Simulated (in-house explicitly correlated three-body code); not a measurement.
Computed with an exponentially correlated three-body code. Model: two electrons around a point charge, non-relativistic, variational in 260 exponentially correlated functions (energies converged to about 1e-7 hartree, or 1e-8 relative for large Z).

Command:
```bash
python run_hyl.py task.json out
```
Settings (lengths in bohr, energies in hartree):
```
Z                      2.5
screening              1.75
interaction_strength   1
functions              260
states_tried           1
```

Time taken, with all properties: 6.4 s on 1 thread of Intel(R) Xeon(R) Platinum 8488C (Sapphire Rapids), on a shared host.

**Ground state only, binding against the one-electron ion.**

Given: nuclear charge 2.5; Yukawa screening of all interactions 1.75 1/bohr.

Computed: one-electron threshold -0.448959724 hartree.

```tsv
term	energy (hartree)	binding (eV)
1 1S	-0.643108554	5.2831
```

**Converged states only, values per electron or pair (inverse distances are <exp(-kr)/r>).**

| term | mean r (bohr) | mean r squared (bohr²) | mean inverse r (1/bohr) | mean r12 (bohr) | mean inverse r12 (1/bohr) | mean cosine | mean p1 dot p2 (bohr⁻²) | delta r1 (bohr⁻³) | delta r12 (bohr⁻³) |
| --- | --- | --- | --- | --- | --- | --- | --- | --- | --- |
| 1 1S | 1.13 | 1.9781 | 0.69468 | 1.7388 | 0.18542 | -0.028905 | 0.061404 | 2.0679 | 0.091841 |
